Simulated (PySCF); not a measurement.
**What settings do to a single point of [OsO3Cl]−**

The sound run of [OsO3Cl]− (triplet) uses PySCF 2.14.0, UKS B3LYP, Os def2-SVP with ECP60, O def2-SVP, Cl def2-SVP; non-relativistic Hamiltonian with scalar-relativistic core potentials where named; density fitting; no spin-orbit coupling, grid (50, 194), threshold 1e-8 Eh and 55 cycles, at the relaxed geometry:

```xyz
5

Os    0.1543   -0.1970    0.0544
O     0.9646    1.0719    0.9832
O    -1.1695   -0.9830    0.9255
O     1.2041   -1.2604   -0.8325
Cl   -1.3144    1.3540   -1.0452
```

There Os1 has a Mulliken charge of 0.79 e and the dipole about the centre of mass is 1.02 D. Each run below changes one thing and starts from free metal ions and neutral atoms unless it says otherwise; with 55 cycles, smearing, a level shift and second-order steps follow where DIIS fails, and their cycles count. Energy shifts count from the sound run.

| change | outcome | cycles | energy shift (eV) | largest force component (eV/Å) | charge on Os1 (e) | dipole about the centre of mass (D) |
| --- | --- | --- | --- | --- | --- | --- |
| spin (2S) set to 10, limit 58 cycles | converged | 29 | 20.45 | 9.56 | -0.49 | 0.84 |

(1) One further run converged with energy shift (eV) 2.69, largest force component (eV/Å) 4.30, charge on Os1 (e) 0.72, dipole about the centre of mass (D) 1.07. Which change was it?
A. threshold 0.001
B. start from the bare core Hamiltonian, limit 57 cycles
C. all coordinates × 1.12

(2) And the other changes listed?

Unsound on purpose, so not properties of the compound: spin (2S) set to 10, limit 58 cycles.

Started from ions, an open shell can land on another state than the sound run's, and that then enters the shifts.

Forces carry noise of the integration grid, about 0.01 to 0.03 eV/Å.

Open shells may have lower solutions than the one found.

Results:

(1) C.

(2) 
```tsv
change	outcome	cycles	energy shift (eV)	largest force component (eV/Å)	charge on Os1 (e)	dipole about the centre of mass (D)
threshold 0.001	converged	11	0.0020	0.09	0.80	1.11
start from the bare core Hamiltonian, limit 57 cycles	converged	21	0.0000	0.01	0.79	1.02
```
